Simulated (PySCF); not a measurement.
Compound: C8H9ClSi.
Structure used (GFN2-xTB), in Å, numbered top down from 1:
```
atom  x, y, z in Å
C1     3.3492    0.2320    1.2279
C2     2.6660   -0.2081    0.3497
C3     1.8072   -0.7204   -0.7017
C4     0.3829   -0.2440   -0.5086
C5    -0.1970    0.5886   -1.3670
Si6   -1.9404    1.2289   -1.1592
C7    -2.4390    0.4371    0.4621
C8    -1.6185   -0.3710    1.1093
Cl9   -2.1208   -1.0942    2.6287
C10   -0.2421   -0.8072    0.7350
H11    3.9629    0.6109    1.9893
H12    1.8439   -1.8151   -0.6801
H13    2.1919   -0.3818   -1.6669
H14    0.3783    0.9167   -2.2237
H15   -1.9754    2.6947   -1.0660
H16   -2.8242    0.7872   -2.2475
H17   -3.4118    0.6401    0.8835
H18    0.4275   -0.5828    1.5754
H19   -0.2505   -1.9022    0.6522
```

Computed at PBE0/pcSseg-1 (PySCF, non-relativistic), with Q(35Cl) = −0.0817 b: Cl9, 35Cl (I = 3/2): χzz = -71.52 MHz, η = 0.122.

Task: Find the zero-field quadrupole resonance frequencies of 35Cl at Cl9.

Result: From ν = (|χ|/2)√(1 + η²/3): ν = 35.85 MHz (vinyl chlorine). For 37Cl the ratio of quadrupole moments, 0.7881, gives 28.25 MHz.

Task: Apply the simplest Townes–Dailey estimate (no s hybridisation, no π bonding), ionic character = 1 − χzz/χ0, where χ0 is the coupling for one missing p electron along the bond: −109.74 MHz for 35Cl.

Result: Cl9 on C8: 1 − (-71.52)/(-109.74) = 0.35. In this model a purely covalent bond gives χ0 and a free halide ion gives zero; s hybridisation or π bonding, where present, is counted here as ionic character.

In a crystal, neighbours and librations shift these lines. Geometry: GFN2-xTB, one conformer, isolated molecule. GFN2-xTB bond lengths can be off by several hundredths of an ångström, more for odd bonds, and the gradients follow them. A larger basis could move these couplings by a tenth or more.

These values come from a run that also computed NMR shieldings. The run took 85 s of wall time on an Arm Neoverse N1 with one thread, shared host with 64 logical CPUs at a one-minute load of 37, and the process peaked at 1.1 GiB of memory.
